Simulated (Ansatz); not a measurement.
Geometry optimisation, RKS r2SCAN-D4/def2-SVP in Ansatz 0.2.0.

Input file:

```yaml
crystal:
  periodic: [false, false, false]
  atoms:
    - { symbol: Ga, position_ang: [0.0, 0.0, 0.0] }
    - { symbol: H, position_ang: [0.0, 0.0, 1.92] }
    - { symbol: H, position_ang: [1.3596, 0.0, -0.785] }
    - { symbol: C, position_ang: [-1.7147, 0.0, -0.99] }
    - { symbol: H, position_ang: [-2.2748, -0.9305, -0.7608] }
    - { symbol: H, position_ang: [-2.3188, 0.8797, -0.6846] }
    - { symbol: H, position_ang: [-1.513, 0.0508, -2.0803] }
    - { symbol: Cl, position_ang: [0.1062, -2.4081, 0.8009] }
    - { symbol: H, position_ang: [0.0434, -0.9851, 1.9581] }
basis:
  gaussian: { orbitals: def2-SVP }
hamiltonian:
  xc: r2scan
  dispersion: d4
relax:
  f_tol: 0.15
  max_steps: 25
  restrain:
    - { distance: [0, 7], at: 3.44, k: 30.0 }
    - { distance: [8, 1], at: 1.86, k: 30.0 }
    - { distance: [0, 1], at: 1.57, k: 30.0 }
    - { distance: [8, 7], at: 1.37, k: 30.0 }
```

Run as:

```bash
$ ansatz run input.yaml --threads 2 --pin off --max-ram 3072MiB --backend cpu --events-out ev --progress --plain --runs-dir out
```

Q: Where does it end, and by what steps?

A: The run converged. The restraints hold the end off the free minimum; the threshold counts their pulls, which the force column leaves out. Restrained pairs: Ga1–Cl8 (2.54 → 3.43 Å), H2–H9 (0.99 → 1.86 Å), Ga1–H2 (1.92 → 1.58 Å), Cl8–H9 (1.84 → 1.34 Å). After 8 steps the energy has fallen by 0.471 eV (the restraints' own energy left out); Cl8 moved furthest, 0.80 Å.

```csv
step,energy less start (eV),largest force component (eV/Å),accepted
0,0.0000,2.171,yes
1,0.2744,1.826,yes
2,0.0670,2.198,yes
3,-0.1902,2.008,yes
4,-0.3937,1.481,yes
5,-0.4326,1.264,yes
6,-0.4689,0.974,yes
7,-0.4675,1.029,yes
8,-0.4711,1.033,yes
```

```xyz
9
Properties=species:S:1:pos:R:3
Ga 0.030 0.217 -0.100
H 0.022 0.257 1.476
H 1.419 0.304 -0.811
C -1.697 0.089 -1.011
H -2.119 -0.914 -0.822
H -2.412 0.818 -0.597
H -1.624 0.233 -2.099
Cl 0.046 -2.837 1.471
H 0.022 -1.559 1.870
```

Time of the run: 39 s on 2 threads of Arm Neoverse V1 (shared host), peak memory 0.15 GiB.
